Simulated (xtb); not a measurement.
Cl5Nb, triplet, geometry from GFN2-xTB (such geometries of metal compounds can be far from the true shape) (the multiplicity is a formal guess); GFN2-xTB (xtb).

The xtb input:
```
$ xtb mol.xyz --gfn 2 --chrg 0 --uhf 2 --json

# file mol.xyz
6

Nb    -0.01492354     0.13977076     0.08300446
Cl     1.75230604    -0.45338092    -1.28112881
Cl     1.01574328    -1.21183585     1.89369583
Cl    -0.98510748     0.92490739    -2.06409157
Cl    -1.53293634    -1.60118927     0.06099884
Cl    -0.21401343     2.00440447     1.19033848
```

**Question.** Write the output that xtb gives for this input, abridged.

**Answer.** 
```
   ID    Z sym.   atoms
    1   41 Nb     1
    2   17 Cl     2-6

           -------------------------------------------------
          |                Calculation Setup                |
           -------------------------------------------------

           -------------------------------------------------
          |                 G F N 2 - x T B                 |
           -------------------------------------------------

          ...................................................
          :                      SETUP                      :
          :.................................................:
          :  # basis functions                  60          :
          :  # atomic orbitals                  54          :
          :  # shells                           18          :
          :  # electrons                        40          :
          :  max. iterations                   250          :
          :  Hamiltonian                  GFN2-xTB          :
          :  restarted?                      false          :
          :  GBSA solvation                  false          :
          :  PC potential                    false          :
          :  electronic temp.          300.0000000     K    :
          :  accuracy                    1.0000000          :
          :  -> integral cutoff          0.2500000E+02      :
          :  -> integral neglect         0.1000000E-07      :
          :  -> SCF convergence          0.1000000E-05 Eh   :
          :  -> wf. convergence          0.1000000E-03 e    :
          :  Broyden damping             0.4000000          :
          :  net charge                          0          :
          :  unpaired electrons                  2          :
          ...................................................

 iter      E             dE          RMSdq      gap      omega  full diag
   1     -6.7542712 -0.675427E+01  0.358E+01    0.26       0.0  T
   2    -13.4107659 -0.665649E+01  0.297E+01    0.00       1.0  T
   3    -18.6592816 -0.524852E+01  0.209E+01    0.11       1.0  T
   4    -22.8462088 -0.418693E+01  0.137E+01    0.26       1.0  T
   5    -23.1009241 -0.254715E+00  0.128E+01    0.27       1.0  T
   6    -23.0996288  0.129526E-02  0.128E+01    0.27       1.0  T
   7    -23.1046703 -0.504150E-02  0.115E+01    0.27       1.0  T
   8    -24.1388128 -0.103414E+01  0.897E+00    0.50       1.0  T
   9    -24.4839493 -0.345136E+00  0.634E+00    0.48       1.0  T
[...]
         :: total energy             -24.786807969615 Eh    ::
[...]
      -------------------------------------------------------------
                  HL-Gap            0.0146418 Eh            0.3984 eV
             Fermi-level           -0.4056344 Eh          -11.0379 eV

     #   Z          covCN         q      C6AA      α(0)
     1  41 Nb       3.807     0.256   177.817    20.701
     2  17 Cl       0.785    -0.038   100.218    15.314
     3  17 Cl       0.773    -0.072   101.235    15.391
     4  17 Cl       0.773    -0.072   101.235    15.391
     5  17 Cl       0.785    -0.038   100.218    15.314
     6  17 Cl       0.769    -0.036   100.111    15.305

 Mol. C6AA /au·bohr⁶  :       4028.394396
 Mol. C8AA /au·bohr⁸  :     226506.317801
 Mol. α(0) /au        :         97.416954

Wiberg/Mayer (AO) data.
largest (>0.10) Wiberg bond orders for each atom

 ---------------------------------------------------------------------------
     #   Z sym  total        # sym  WBO       # sym  WBO       # sym  WBO
 ---------------------------------------------------------------------------
     1  41 Nb   5.576 --     6 Cl   1.457     5 Cl   1.210     2 Cl   1.210
                             4 Cl   0.850     3 Cl   0.850
     2  17 Cl   1.467 --     1 Nb   1.210
     3  17 Cl   1.137 --     1 Nb   0.850     4 Cl   0.136
     4  17 Cl   1.137 --     1 Nb   0.850     3 Cl   0.136
     5  17 Cl   1.467 --     1 Nb   1.210
     6  17 Cl   1.674 --     1 Nb   1.457
 ---------------------------------------------------------------------------

Topologies differ in total number of bonds
Writing topology from bond orders to xtbtopo.mol

molecular dipole:
                 x           y           z       tot (Debye)
 q only:       -0.013       0.120       0.071
   full:       -0.030       0.277       0.165       0.823
molecular quadrupole (traceless):
                xx          xy          yy          xz          yz          zz
 q only:        0.684       0.566       0.369      -1.002       1.083      -1.053
  q+dip:        0.393       0.898       1.817      -2.099       3.261      -2.210
   full:        0.125       0.752       2.140      -2.003       3.638      -2.266

           -------------------------------------------------
          | TOTAL ENERGY              -24.786807969615 Eh   |
          | GRADIENT NORM               0.000072993407 Eh/α |
          | HOMO-LUMO GAP               0.398423667988 eV   |
           -------------------------------------------------

normal termination of xtb
```
